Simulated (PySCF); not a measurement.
**Exercise with solution: chemical shift, span and skew from a shielding tensor**

CH5O, SMILES C[OH2+], charge +1. Atoms are numbered in the order given.

```xyz
7

C     -0.7968    -0.0180     0.0000
O      0.7186     0.0866     0.0000
H     -1.1043     0.5054     0.8985
H     -1.1043     0.5054    -0.8985
H     -1.0631    -1.0701     0.0000
H      1.1518    -0.2629     0.8022
H      1.1518    -0.2629    -0.8022
```
Charge +1, spin multiplicity 1.

The structure is a stationary point at B3LYP-D3(BJ)/def2-TZVP. The isomer is the one that the SMILES or the coordinates give; other isomers of the formula were not compared.

GIAO shieldings from PBE/pcSseg-2 in PySCF, non-relativistic, no solvent. The symmetric part of the tensor of C1 has the principal values 50.8, 57.2, 183.4 ppm. The same nucleus in TMS has σ = 181.4 ppm at this level (PySCF, at its B3LYP-D3(BJ)/def2-TZVP geometry).

Q: Work out the isotropic shielding, the ¹³C shift against TMS, the span and the skew.

A: 
σ(iso) = (σ11 + σ22 + σ33)/3 = 97.1 ppm. δ = σ(ref) − σ(iso) = 181.4 − (97.1) = 84.3 ppm.
Span Ω = σ33 − σ11 = 132.6 ppm. Skew κ = 3(σ(iso) − σ22)/Ω = 0.90. Tumbling in solution averages the tensor to δ; in a static solid the shielding alone would spread this spin-1/2 line over Ω.
